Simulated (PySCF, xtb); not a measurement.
C₃H₁₃NSi₂, SMILES C([SiH3])(C)(NC)[SiH3].

GFN2-xTB in xtb at its own geometry gives an orbital gap of 4.30 eV and a dipole moment of 1.10 D.

Geometry optimised at r2SCAN-D4/def2-SVP. The structure was generated by enumeration, and PubChem lists no compound with its InChIKey, so it may never have been made. Other conformers were not sampled.

Problem. What does CAM-B3LYP/def2-TZVP (PySCF) give? (The exact figures need the calculation; the answer reports its results.)

Solution. gap 9.30 eV (levels -7.98 and 1.33 eV), dipole 1.59 D.
